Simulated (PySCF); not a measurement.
## SiSe: energy against distance

Set-up: basis Si x2c-SVPall, Se x2c-SVPall; spin-free X2C with a Gaussian nucleus; PySCF 2.14. Energies in eV from Si + Se in their ground configurations at the same level. State: ¹Σ⁺ (singlet), closed shell.

Curves on a restricted Hartree–Fock reference rise too fast on stretching and do not dissociate correctly.

```json
{"R (Å)": "1.778", "TPSSh": "-3.796", "RHF": "-1.623"}
{"R (Å)": "1.861", "TPSSh": "-4.743", "RHF": "-2.543"}
{"R (Å)": "1.944", "TPSSh": "-5.271", "RHF": "-3.024"}
{"R (Å)": "2.006", "TPSSh": "-5.464", "RHF": "-3.171"}
{"R (Å)": "2.068", "TPSSh": "-5.525", "RHF": "-3.179"}
{"R (Å)": "2.130", "TPSSh": "-5.484", "RHF": "-3.078"}
{"R (Å)": "2.213", "TPSSh": "-5.311", "RHF": "-2.818"}
{"R (Å)": "2.316", "TPSSh": "-4.967", "RHF": "-2.355"}
{"R (Å)": "2.440", "TPSSh": "-4.443", "RHF": "-1.682"}
{"R (Å)": "2.606", "TPSSh": "-3.667", "RHF": "-0.706"}
```

Task: Put a parabola through the three lowest points of the TPSSh curve and estimate Re, k and ωe (reduced mass 20.72 u; 1 eV/Å² = 0.16022 mdyn/Å; ωe = 1302.8·√(k/μ) cm⁻¹).

Result: Through R = 2.006, 2.068, 2.13 Å the second-order coefficient is 13.3 eV/Å², so Re ≈ 2.074 Å, k ≈ 4.25 mdyn/Å and ωe ≈ 590 cm⁻¹. A polynomial fit of higher order to the unrounded TPSSh energies gives Re = 2.071 Å, k = 4.16 mdyn/Å, ωe = 583 cm⁻¹; anharmonicity and rounding make the difference.

The higher-order fit for each curve: TPSSh: Re = 2.071 Å, ωe = 583 cm⁻¹, De = 5.52 eV; RHF: Re = 2.040 Å, ωe = 642 cm⁻¹, De = 3.19 eV.

Where the molecule has an RHF reference, its open-shell atoms are computed with UHF.
